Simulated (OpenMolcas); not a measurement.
A calculation on Ar+.

```json
{
  "Program": "OpenMolcas",
  "Method": "SS-CASPT2, IPEA 0.25 Eh, imaginary shift 0.1 Eh (closed shells correlated: 2s 2p 3s)",
  "Basis": "ANO-RCC-VQZP [6s5p3d2f1g]",
  "Scalar Hamiltonian": "DKH2, point nucleus",
  "Active space": "5 electrons in 3 orbitals (3p)",
  "State averaging": "2S+1 = 2 odd, 3 roots",
  "Spin-orbit coupling": "state interaction with AMFI integrals over the reference wave functions, term energies averaged over their components"
}
```

Task: Which level of the active space comes out lowest?

Result: 3s2 3p5 2P* 3/2, with 100 % of that term; it is also the measured ground level.

Task: How high does 3s2 3p5 2P* 1/2 lie?

Result: 1350 cm-1 above the lowest level; measured 1432 cm-1 above the ground level, so the calculation is off by -6 %.

Measured values: NIST Handbook of Basic Atomic Spectroscopic Data.

Measured partners are found by configuration, term and J. A level has none where our copy of the source lacks it or the pairing is in doubt (some pairs that miss far off the trend of their configuration count as doubtful), and it then counts in no deviation. Only configurations of the active space appear.

* marks odd parity.
